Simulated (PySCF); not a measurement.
From one molecule to another.

First species: C7H14O.
InChI=1S/C7H14O/c1-6(5-8)7(2,3)4/h8H,1,5H2,2-4H3

Second species: C6H4ClFO2S.
SMILES: `O=S(=O)(Cl)c1cccc(F)c1`

Levels: PBE0/pcSseg-1 for dipole moment, HOMO energy, LUMO energy and HOMO–LUMO gap; GFN2-xTB for rotational constant A and rotational constant C. Geometries: GFN2-xTB. All species are isolated and taken at one optimised geometry, non-relativistic unless stated. Electronic properties by PySCF.

Dipoles, sizes and rotational constants follow the conformer. The torsions of the flexible species, by atom-mapped SMILES:
- `[CH2:1]=[C:2]([CH2:3][OH:4])[C:5]([CH3:6])([CH3:7])[CH3:8]`: C1–C2–C3–O4 18°, C1–C2–C5–C6 14°, H–O4–C3–C2 55°
- `[O:1]=[S:2](=[O:3])([Cl:4])[c:5]1[cH:6][cH:7][cH:8][c:9]([F:10])[cH:11]1`: O1–S2–C5–C6 159°

**Question.** Which has the higher HOMO energy?

**Answer.** The first: -7.18 eV against -8.26 eV, a difference of 1.08 eV.

**Question.** Which has the higher rotational constant A?

**Answer.** The first: 3.054 GHz against 1.575 GHz, a difference of 1.479 GHz.

**Question.** Which of the two has the higher HOMO–LUMO gap, and by how much?

**Answer.** The first: 7.62 eV against 6.01 eV, a difference of 1.61 eV.

**Question.** Which of the two has the higher rotational constant C, and by how much?

**Answer.** The first: 1.227 GHz against 0.498 GHz, a difference of 0.729 GHz.

**Question.** Which of the two has the higher dipole moment, and by how much?

**Answer.** The second: 4.48 D against 1.83 D, a difference of 2.65 D.

**Question.** Which has the higher LUMO energy?

**Answer.** The first: 0.44 eV against -2.25 eV, a difference of 2.69 eV.

On the first: The dipole equals about 6.1 × 10⁻³⁰ C·m (1 D = 3.33564 × 10⁻³⁰ C·m). A dipole of 1.83 D is allowed in C1, and pure rotational transitions are dipole-allowed.

On the second: The dipole matches unit charges of opposite sign 0.93 Å apart (1 e·Å = 4.8032 D). A dipole of 4.48 D is allowed in C1, and pure rotational transitions are dipole-allowed.
